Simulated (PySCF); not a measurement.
The numbers are results of ωB97X-D3(BJ)/def2-TZVP // PBE0-D3(BJ)/def2-TZVP (PySCF), not measurements. Isolated molecules, 0 K electronic values unless said otherwise. Excitations are Tamm–Dancoff values on a coarser integration grid. The basis has no diffuse functions, so Rydberg states are missing or too high.

Reference species (SMILES): `C1C[SiH2]1` (neutral, multiplicity 1).

- S1 excitation (TDA) = 6.87 eV
- brightest of the four lowest singlets (TDA) = 6.87 eV
- S1 oscillator strength = 0.276

Changed species: `CC=[SiH2]`.

**Question.** Predict the effect on the S1 excitation (TDA), brightest of the four lowest singlets (TDA) and S1 oscillator strength.

**Answer.** the S1 excitation (TDA) decreases by 1.54 eV, to 5.33 eV; the brightest of the four lowest singlets (TDA) decreases by 1.54 eV, to 5.33 eV; the S1 oscillator strength goes up by 0.158, to 0.434.
